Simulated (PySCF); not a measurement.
# J couplings in C₅H₁₁As

Geometry (Å), atoms numbered from 1 in this order:
```xyz
17

C     0.2850   -1.2289    0.5151
C     1.2613   -0.0466    0.4916
C     1.2110    0.7509   -0.8025
As   -0.4990    1.7333   -1.0262
C    -1.5845    0.4530    0.0472
C    -1.0585   -0.9604   -0.1721
H     0.7535   -2.1058    0.0376
H     0.1099   -1.5179    1.5649
H     2.2833   -0.4211    0.6737
H     1.0426    0.6348    1.3318
H     1.3338    0.0970   -1.6818
H     2.0167    1.4989   -0.8548
H    -0.2178    2.7100    0.1165
H    -1.5639    0.7245    1.1136
H    -2.6258    0.5445   -0.2950
H    -0.9653   -1.1410   -1.2584
H    -1.7964   -1.7011    0.1790
```

Indirect spin–spin couplings were computed at B3LYP/pcJ-1 (pcSseg-1 on As) (without the spin–dipole term) (PySCF 2.14) on a PBE0-D3(BJ)/def2-SVP structure, for the isolated molecule, without vibrational or relativistic corrections. Couplings are averaged over pairs made equivalent by symmetry, fast rotation or ring inversion, so a value needn't be that of the named pair in this geometry, while other rotamers aren't included; one pair stands for each set, and the list holds a selection of those of at least 0.8 Hz over up to four bonds.

Isotopes: $^{13}$C, $^{1}$H.

```csv
pair,bonds,J (Hz)
"C1, C2",1,36.2
"C1, H7",1,?
"C2, C3",1,34.7
"C2, H9",1,132.5
"C3, H11",1,140.3
"C1, C3",2,-1.2
"C1, H9",2,-3.2
"C2, C6",2,-1.4
"C2, H7",2,-3.2
"C2, H11",2,-2.8
"C3, H9",2,?
"C3, H13",2,-0.9
"H7, H8",2,-15.2
"H9, H10",2,-15.7
"H11, H12",2,-13.6
"C2, C5",3,?
"C2, H13",3,?
"C2, H16",3,?
"C3, H7",3,5.3
"C3, H14",3,1.9
"H7, H9",3,?
"H7, H10",3,7.4
"H9, H11",3,2.7
"H9, H12",3,11.8
"H11, H13",3,?
"H11, H15",4,?
```

Task: Estimate the withheld couplings, with signs.

Result: 
- $^{1}J$(C1,H7) = 131.6 Hz (bond length 1.103 Å, sp3 carbon)
- $^{2}J$(C3,H9) = -3.4 Hz
- $^{3}J$(C2,C5) = 7.1 Hz
- $^{3}J$(C2,H13) = 4.0 Hz (mean over equivalent pairs that range from 2.8 to 5.2 Hz in this conformer)
- $^{3}J$(C2,H16) = 3.6 Hz (mean over equivalent pairs that range from 0.3 to 6.9 Hz in this conformer)
- $^{3}J$(H7,H9) = 9.6 Hz
- $^{3}J$(H11,H13) = 7.7 Hz (mean over equivalent pairs that range from 0.8 to 12.1 Hz in this conformer)
- $^{4}J$(H11,H15) = -0.9 Hz

Relativistic effects of the heavier atoms present are left out.
